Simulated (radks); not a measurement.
Spherical quantum dot in the effective-mass picture: electrons in a well V = -V0 / (1 + exp((r - R)/a)) with V0 = 7.97, R = 6.87, a = 0.74, with a point charge +2 (a donor) at the centre, all in effective atomic units (hartree* = m*/eps^2 hartree, bohr* = eps/m* bohr), one dielectric constant everywhere. Calculated with a radial shooting solver with Libxc functionals: non-relativistic Kohn-Sham, PBEsol, spin-polarised, spherical densities. Levels are named by radial order and angular momentum (1s, 1p, 1d, 2s, ...), and open shells are averaged over m.

N = 9, configuration 1s2 1p(up 3, down 2) 2s2. This is the lowest configuration that the search found. Occupied and some empty levels:

level    occupation  eigenvalue (hartree*)  <r> (bohr*)
1s up             1                -6.4848        1.158
1s down           1                -6.4815        1.139
2s up             1                -6.1131        3.494
2s down           1                -6.0999        3.513
1p up             3                -6.0827        3.642
1p down           2                -6.0680        3.645
1d up             0                -5.9111        3.942
1d down           0                -5.8966        3.947
1f up             0                -5.7003        4.163
1f down           0                -5.6863        4.167
2p up             0                -5.5183        3.240
2p down           0                -5.5061        3.233
1g up             0                -5.4535        4.349
1g down           0                -5.4401        4.353

Energy (hartree*): total -67.0324, kinetic 4.5677, external -81.270, Hartree 12.235, exchange-correlation -2.5648.

Electron density:

r (bohr*)  n(r) (e/bohr*^3)
0.135                 2.166
0.474                0.6026
0.813                0.1873
1.15                0.06590
1.49                0.02878
1.83                0.01833
2.17                0.01673
2.51                0.01780
2.85                0.01916
3.19                0.01960
3.53                0.01853
3.87                0.01591
4.21                0.01215
4.54               0.008073
4.88               0.004556
5.22               0.002152
5.56              0.0008417
5.90              0.0002668
6.24             0.00006728
6.58             0.00001347
